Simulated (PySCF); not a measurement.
Cartesian coordinates (Å):
```xyz
21

Zr     0.4477    -0.5671    -0.2494
O      0.4487    -0.8273     1.6785
C      0.4522    -0.9791     3.0626
H      0.5172    -2.0543     3.3523
H     -0.4767    -0.5629     3.5189
H      1.3197    -0.4527     3.5263
O      1.7599     0.7883    -0.7219
C      2.6685     1.7764    -1.0931
H      3.3913     1.9915    -0.2712
H      2.1498     2.7317    -1.3434
H      3.2585     1.4693    -1.9885
O      0.8973    -2.2380    -1.1371
C      1.2533    -3.4173    -1.7868
H      1.9426    -3.2182    -2.6410
H      0.3570    -3.9423    -2.1933
H      1.7706    -4.1221    -1.0940
O     -1.3154     0.0131    -0.8296
C     -2.5704     0.4011    -1.2921
H     -2.5246     1.3886    -1.8088
H     -3.3006     0.4929    -0.4540
H     -2.9825    -0.3393    -2.0178
```
Charge 0, multiplicity 1.

Task: Estimate the total energy, dipole moment, charge on the central atom (Mulliken), LUMO, HOMO–LUMO gap and HOMO that TPSSh-D3(BJ)/def2-TZVP // BP86-D3(BJ)/def2-SVP in PySCF 2.14.0 returns for this input.

Result: 
```json
{
 "total_energy": "-508.0359 Ha",
 "dipole_moment": "0.10 D",
 "charge on the central atom (Mulliken)": "1.76 e",
 "LUMO": "-0.08 eV",
 "HOMO–LUMO gap": "6.63 eV",
 "HOMO": "-6.70 eV"
}
```
